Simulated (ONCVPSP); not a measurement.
**Transferability test, ONCV potential for Cu (Z = 29)**

Cu (Z = 29), optimised norm-conserving Vanderbilt (ONCV), made with ONCVPSP 4.0.1 (LDA (Perdew-Wang 92), fully relativistic). Core [Ne], reference 3s2 3p6 3d9 4s2. Waves: 3s+4s: rc 1.05 bohr, ncon 3, nbas 7, qcut 11.2 1/bohr, 3 projectors, debl 1.9 Ha; 3p: rc 0.75 bohr, ncon 4, nbas 7, qcut 12.7 1/bohr, 1 projector; 3d: rc 1.05 bohr, ncon 4, nbas 9, qcut 13.4 1/bohr, 2 projectors, debl 1.5 Ha. Local part: polynomial inside 0.60 bohr (lpopt 5, dvloc0 0 Ha). Core correction: Teter function, fcfact 4.75, rcfact 1.75.

Open shells are filled in proportion to 2j + 1.

Energies are relative to the spin-unpolarised reference configuration 3s2 3p6 3d9 4s2; without spin polarisation the order of configurations can differ from experiment.

```tsv
valence configuration	charge	ΔE all-electron (eV)	error AE − PS (meV)
3s2 3p6 3d10 4s1	0	-2.013	+3.6
3s2 3p6 3d10 4s0	+1	6.416	+11
3s2 3p6 3d9 4s0	+2	28.106	+4.5
3s2 3p6 3d10 4s0.5	+0.5	1.287	+7.3
```
